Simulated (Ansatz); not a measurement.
A run for Ansatz (an electronic-structure program): U-HF/def2-TZVPP on C3H3 (SMILES C#C[CH2]), 2S+1 = 2, atoms moved off the minimum.

Ansatz 0.2 input:
```yaml
crystal:
  periodic: [false, false, false]
  atoms:
    - {symbol: C, position_ang: [1.42604196, -0.08805175, 0.30932892]}
    - {symbol: C, position_ang: [0.09094660, 0.10382257, -0.22657859]}
    - {symbol: C, position_ang: [-1.23841685, 0.30873371, 0.04374708]}
    - {symbol: H, position_ang: [2.44434129, -0.36248833, 0.22950418]}
    - {symbol: H, position_ang: [-1.66101586, 1.08130489, -0.57715290]}
    - {symbol: H, position_ang: [-1.89551001, -0.66550974, 0.40592661]}
basis:
  gaussian:
    orbitals: def2-TZVPP
hamiltonian:
  xc: {name: HF}
magnetization: {spin_polarized: true, initial_magnetization: 1}
output: {forces: true}
```

Output:

```
WARN ansatz: RAYON_NUM_THREADS=1 ignored (pool sized by the plan → 1); use --threads N
Functional definition: HF
integrals: 0.03 GiB planned
876 factors; their error is unknown
mean field: 0.32 GiB planned
mean field evaluation 1: about -3132.5598 eV, gradient 1.5e1 eV
mean field evaluation 2: about -3134.2446 eV, gradient 6.2e0 eV
mean field evaluation 4: about -3134.8031 eV, gradient 2.4e0 eV
mean field evaluation 8: about -3135.1588 eV, gradient 1.6e0 eV
mean field evaluation 16: about -3135.6319 eV, gradient 5.7e-3 eV
mean field evaluation 32: about -3135.6905 eV, gradient 5.5e-2 eV
mean field -3135.69053530 eV, -115.2345017248 hartree, gradient 1.0e-5 eV, S^2 1.693405; 2 other end points of the search recorded, 0 dependent functions left out
the calculation of the forces begins
reference -3135.69053530 eV, -115.2345017248 hartree; 11, 10 occupied and 124, 125 virtual orbitals, 876 factors
Total energy: -3135.69053530 eV, -115.2345017248 hartree
Atom 0 at     1.426042    -0.088052     0.309329 Å, force    -6.415752     0.870759    -1.874633 eV/Å
Atom 1 at     0.090947     0.103823    -0.226579 Å, force     6.374535    -0.794740     3.179707 eV/Å
Atom 2 at    -1.238417     0.308734     0.043747 Å, force    -1.043196    -3.146918    -0.400624 eV/Å
Atom 3 at     2.444341    -0.362488     0.229504 Å, force     0.161189    -0.082728    -0.514673 eV/Å
Atom 4 at    -1.661016     1.081305    -0.577153 Å, force    -0.782132    -0.090085     0.483167 eV/Å
Atom 5 at    -1.895510    -0.665510     0.405927 Å, force     1.705356     3.243712    -0.872943 eV/Å
Dipole moment:    -0.016907    -0.053840    -0.036997 e Å
```

Self-consistency was reached. Its determinant has ⟨S²⟩ = 1.69, a mixture of spin states.

Cost: roughly 3 core-seconds.
